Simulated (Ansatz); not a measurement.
Basis sets compared for Zn2Te⁺ (the lowest doublet isomer of a short search). The state is a doublet with charge 1. Geometry PBE-D4/def2-TZVP. Ansatz on 4 threads of Arm Neoverse V2 on a shared host; times are rough, and most runs start from earlier orbitals.

```xyz
3

Zn    1.836   -0.216    1.189
Zn   -1.189    0.568   -1.759
Te   -0.647   -0.351    0.570
```

In the def2 sets Te takes a core potential; there is no spin–orbit coupling. The structure comes from a short search, and lower isomers may exist.

| level | functions | energy (Eh) | HOMO (eV) | LUMO (eV) | wall time |
| --- | --- | --- | --- | --- | --- |
| PBE-D4/def2-SVP | 88 | -3825.4965 | -9.60 | -9.11 | 1.4 s |
| PBE0-D4/def2-SVP | 88 | -3825.5648 | -10.17 | -8.59 | 2 s |

Question: Estimate the rows for PBE-D4/def2-TZVP, PBE0-D4/def2-TZVP (with forces).

Answer: 
```tsv
level	functions	energy (Eh)	HOMO (eV)	LUMO (eV)	wall time
PBE-D4/def2-TZVP	146	-3826.0411	-9.84	-9.34	2.5 s
PBE0-D4/def2-TZVP (with forces)	146	-3826.0886	-10.37	-8.75	5 s
```
